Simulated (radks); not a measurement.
Values are calculated unless marked as measured or tabulated.
The tungsten ion W+ inside a hard spherical wall (all orbitals vanish at R), configuration held at [Xe] 4f14 5d4 6s1 and not refilled when levels cross. Level of theory: scalar-relativistic Kohn-Sham, PBE, spin-unpolarised, spherical densities, finite nucleus; Fermi nuclear charge, rms radius 5.3658 fm (a radial shooting solver on a logarithmic mesh with Libxc functionals). Eigenvalues in eV, with the zero of energy where the potential of the charges vanishes at infinity; a dash marks a level that is unbound or too diffuse for the functional's potential to be trusted. A positive occupied level is held by the wall or, in an anion where self-interaction has pushed it up, behind a barrier. The pressure on the wall is -dE/dV.

| R (bohr) | E (hartree) | kinetic (hartree) | e(5p) | e(4f) | e(6s) | e(5d) | e(6p, empty) | e(7s, empty) | pressure (GPa) |
|---|---|---|---|---|---|---|---|---|---|
| free | -16139.6614 | 17777.110 | -50.719 | -40.696 | -12.178 | -11.729 | -6.811 | - | 0 |
| 20 | -16139.6614 | 17777.110 | -50.719 | -40.696 | -12.178 | -11.729 | -6.811 | - | < 0.0001 |
| 15 | -16139.6614 | 17777.110 | -50.719 | -40.696 | -12.178 | -11.729 | -6.810 | - | < 0.0001 |
| 7 | -16139.6575 | 17777.148 | -50.552 | -40.521 | -12.013 | -11.581 | -6.275 | 1.449 | 0.279 |
| 6 | -16139.6442 | 17777.248 | -50.171 | -40.118 | -11.588 | -11.239 | -5.333 | 6.058 | 1.65 |
| 4 | -16139.3354 | 17778.775 | -46.264 | -35.776 | -5.246 | -7.292 | 5.013 | 39.945 | 71.9 |
| 3.5 | -16138.9552 | 17780.390 | -43.463 | -32.516 | 1.063 | -3.985 | 14.159 | 64.578 | 215 |
| 2 | -16127.0578 | 17826.572 | -3.492 | 10.142 | 124.70 | 50.281 | 163.59 | 382.70 | 17800 |
| 1.5 | -16091.4062 | 17949.196 | 81.533 | 76.680 | 369.18 | 158.17 | 431.21 | 882.26 | 150000 |
